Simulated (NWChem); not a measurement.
Isomers of Si₂NH₅F₂, each optimised at B3LYP/6-31G* with NWChem, gas phase unless a solvent is named. Flexible species stand in one conformer each, which need not be the lowest. Pople sets run with spherical d functions. Relative energies count from the lowest isomer at each level and are electronic, without zero-point energy, on those geometries.

A: F[SiH]([SiH2]N)F
B: N[Si](F)(F)[SiH3]
C: N([SiH3])[SiH](F)F
D: N[Si@@H](F)[SiH2]F

```json
[
 {"quantity": "relative energy, B3LYP/6-31G* (kcal/mol)", "A": "22.4", "B": "___", "C": "0.0", "D": "21.5"},
 {"quantity": "dipole (D), B3LYP/6-31G*", "A": "1.22", "B": "___", "C": "2.33", "D": "1.90"},
 {"quantity": "orbital gap (eV), B3LYP/6-31G*", "A": "6.34", "B": "___", "C": "8.01", "D": "7.07"},
 {"quantity": "highest harmonic frequency (cm⁻¹), B3LYP/6-31G*", "A": "3639", "B": "___", "C": "3577", "D": "3658"}
]
```

Complete the blanks.


- relative energy, B3LYP/6-31G* (kcal/mol), B: 11.7
- dipole (D), B3LYP/6-31G*, B: 2.34
- orbital gap (eV), B3LYP/6-31G*, B: 7.78
- highest harmonic frequency (cm⁻¹), B3LYP/6-31G*, B: 3655
